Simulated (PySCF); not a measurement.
Molecule: `[SiH3][SiH2][SiH2][SiH3]`, H₁₀Si₄.

Bonds (- single, = double, # triple, : aromatic): Si1-Si2 2.344 Å, Si2-Si3 2.346 Å, Si3-Si4 2.344 Å. Si1 carries H5, H6, H7; Si2 carries H8, H9; Si3 carries H10, H11; Si4 carries H12, H13, H14.

Geometry PBE0-D3(BJ)/def2-SVP throughout; GIAO in PySCF, gas phase, one conformer, non-relativistic; equivalent atoms averaged; basis pcSseg-1.

For orientation, OPBE gives these shifts δ (against TMS at the same level): Si1/Si4 -99.7, Si2/Si3 -111.3, H5/H6/H7/H12/H13/H14 3.71, H8/H9/H10/H11 3.51 ppm.

A run gave: Si1/Si4 -98.9, Si2/Si3 -107.0, H5/H6/H7/H12/H13/H14 3.55, H8/H9/H10/H11 3.35 ppm (shifts δ (against TMS at the same level)).

Which functional was used in that run?
A. BP86
B. KT3
C. LC-wPBE
D. wB97X-D

## Answers

B. Si2/Si3 tells them apart best: KT3 gives -107.0, wB97X-D gives -114.9, BP86 gives -115.3, LC-wPBE gives -116.8 ppm.
